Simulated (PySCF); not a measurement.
C5H8F2S2Si.
Atom-mapped SMILES: `[F:1]/[CH:2]=[C:3](/[CH2:4][F:5])[SiH:6]1[S:7][CH2:8][CH2:9][S:10]1`

Cartesian coordinates in Å at the GFN2-xTB level; atoms count from 1:
```
atom  x, y, z in Å
F1     2.200   -2.694   -1.037
C2     2.542   -1.556   -0.416
C3     1.637   -0.649   -0.094
C4     2.029    0.619    0.599
F5     3.372    0.669    0.868
Si6   -0.176   -0.910   -0.522
S7    -1.378   -0.599    1.230
C8    -2.685    0.297    0.325
C9    -2.086    1.370   -0.551
S10   -0.930    0.664   -1.782
H11    3.605   -1.497   -0.227
H12    1.508    0.710    1.560
H13    1.798    1.489   -0.027
H14   -0.466   -2.193   -1.137
H15   -3.248   -0.427   -0.263
H16   -3.336    0.735    1.081
H17   -1.536    2.099    0.044
H18   -2.860    1.880   -1.123
```

NICS is the negative of the GIAO shielding at a point without a nucleus: at the ring centre (0) and 1 Å above and below it (1); zz is the component along the ring normal. Level: GIAO PBE0/pcSseg-1 (PySCF, non-relativistic, gas phase) on the GFN2-xTB geometry, one conformer.

Ring bond lengths (Å), with Mayer bond orders in brackets: Si6–S7 2.148 (0.98), S7–C8 1.825 (1.00), C8–C9 1.509 (1.01), C9–S10 1.830 (0.99), S10–Si6 2.153 (0.97).

Problem. What do the NICS probes read (ppm)?

Solution. 
| ring | type | NICS(0) | NICS(1), two faces | NICS(1)zz, two faces | rms pucker (Å) | centre to ring atoms, mean (Å) |
| --- | --- | --- | --- | --- | --- | --- |
| Si6–S7–C8–C9–S10 | 5-membered ring with 2 S and Si; formal bonds all single | -9.4 | -5.3 / -5.5 | -4.5 / -3.9 | 0.24 | 1.56 |

Problem. What can be read from them?

Solution. 
- Si6–S7–C8–C9–S10: mean NICS(1)zz -4.2 ppm, shielded. Si6, C8, C9 have four or more neighbours, and the NICS criterion for π rings isn't applied.

Problem. At the second NICS(1) probe listed for ring Si6–S7–C8–C9–S10, 1 Å off the ring, what do the in-plane components average?

Solution. The isotropic value is a third of the trace: (3 × -5.5 − (-3.9))/2 = -6.3 ppm.

Problem. Give the inner angles of the rings and the Hirshfeld charges of the ring atoms.

Solution. 
- Si6–S7–C8–C9–S10: Si6 100.1° (+0.302 e), S7 93.8° (-0.086 e), C8 110.7° (-0.069 e), C9 111.5° (-0.071 e), S10 96.3° (-0.095 e); sum 512.4° against 540° for a flat convex ring.
